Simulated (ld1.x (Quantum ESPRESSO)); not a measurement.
What the settings do to the RRKJ potential of Tb

Base potential:

```json
{
 "Element": "terbium",
 "Generator": "ld1.x (Quantum ESPRESSO) 7.5",
 "Type": "norm-conserving RRKJ (Kleinman–Bylander form)",
 "Functional": "Wu–Cohen",
 "Relativity": "scalar-relativistic",
 "Frozen core": "[Kr] 4d10",
 "Valence charge": "19",
 "Reference configuration": "4f8 5s2 5p6 5d1 6s2 6p0",
 "Partial waves": "5p (bound): rc 1.90 bohr; 5d (bound): rc 2.55 bohr; 4f (bound): rc 0.85 bohr; 5s (bound): rc 1.20 bohr",
 "Local potential": "the s channel",
 "Core correction": "Bessel-smoothed model core, default radius (core density twice the valence density)",
 "rho0": "0.01"
}
```

Occupied shells without a wave of their own: 6s. They enter only through the test configuration that unscreens the potential, and ld1.x also counts them in the model core charge.

All-electron outer shells of the reference configuration (Wu–Cohen, scalar-relativistic, ld1.x):

```json
{"shell": "4p", "level (eV)": "-287.40", "outermost node (bohr)": "0.28", "outermost maximum (bohr)": "0.53"}
{"shell": "4d", "level (eV)": "-153.80", "outermost node (bohr)": "0.26", "outermost maximum (bohr)": "0.55"}
{"shell": "5s", "level (eV)": "-51.28", "outermost node (bohr)": "0.64", "outermost maximum (bohr)": "1.18"}
{"shell": "5p", "level (eV)": "-27.88", "outermost node (bohr)": "0.69", "outermost maximum (bohr)": "1.33"}
{"shell": "4f", "level (eV)": "-8.98", "outermost node (bohr)": "–", "outermost maximum (bohr)": "0.55"}
{"shell": "6s", "level (eV)": "-4.22", "outermost node (bohr)": "1.57", "outermost maximum (bohr)": "3.32"}
{"shell": "5d", "level (eV)": "-2.44", "outermost node (bohr)": "0.77", "outermost maximum (bohr)": "1.94"}
{"shell": "6p", "level (eV)": "-1.30", "outermost node (bohr)": "1.89", "outermost maximum (bohr)": "4.48"}
```

Cutoffs, loose and tight: the cutoffs (Ry, on a coarse ladder) from which the occupation-weighted sum of valence levels, in a spherical-Bessel basis at the reference potential, stays within 10 and 1 mRy of its value at 400 Ry. They do not see the model core or the augmentation charge, which bear on the density cutoff. Test errors are all-electron minus pseudo excitation energies from the reference, over the configurations 4f9 5s2 5p6 5d0 6s2 6p0; 4f9 5s2 5p6 5d0 6s1 6p0; 4f9 5s2 5p6 5d0 6s0 6p0; 4f10 5s2 5p6 5d0 6s0 6p0; 4f9 5s2 5p6 5d0.5 6s1.5 6p0; 4f9 5s2 5p6 5d0 6s0 6p1; 4f7 5s2 5p6 5d0 6s0 6p0. A dash means not determined; rows that change the core or the reference have their own tests. The largest error is taken over the tests solved by every variant that gives reliable tests at all: 4f7 5s2 5p6 5d0 6s0 6p0; 4f9 5s2 5p6 5d0 6s0 6p0; 4f9 5s2 5p6 5d0 6s0 6p1; 4f9 5s2 5p6 5d0 6s1 6p0; 4f9 5s2 5p6 5d0 6s2 6p0; 4f9 5s2 5p6 5d0.5 6s1.5 6p0.

With those shells counted twice in exchange and correlation these files are broken, and their errors move erratically; no question is asked of them.

| change | outcome | cutoff, loose | cutoff, tight | bound ghosts | largest test error (meV) |
| --- | --- | --- | --- | --- | --- |
| base | generated | 300 Ry | over 300 Ry | none | -1862 |
| wave 5d (bound): rc 2.55 bohr becomes 5d (bound): rc 1.70 bohr | generated | 300 Ry | over 300 Ry | none | -1876 |
| wave 5d (bound): rc 2.55 bohr becomes 5d (bound): rc 2.02 bohr | generated | 300 Ry | over 300 Ry | none | -1870 |
| wave 5d (bound): rc 2.55 bohr becomes 5d (bound): rc 2.30 bohr | generated | 300 Ry | over 300 Ry | none | -1870 |
| wave 5d (bound): rc 2.55 bohr becomes 5d (bound): rc 2.52 bohr | generated | 300 Ry | over 300 Ry | none | -1862 |
| wave 5d (bound): rc 2.55 bohr becomes 5d (bound): rc 2.98 bohr | generated | 300 Ry | over 300 Ry | none | -1795 |
| wave 5d (bound): rc 2.55 bohr becomes 5d (bound): rc 3.16 bohr | generated | 300 Ry | over 300 Ry | none | -1747 |
| wave 5d (bound): rc 2.55 bohr becomes 5d (bound): rc 3.50 bohr | generated | 300 Ry | over 300 Ry | none | -1592 |
| wave 5d (bound): rc 2.55 bohr becomes 5d (bound): rc 3.76 bohr | generated | 300 Ry | over 300 Ry | none | -1594 |

Reading the sweep of the d radius (base included, trends over the rows without a ghost): The loose cutoff stays near 300 Ry.
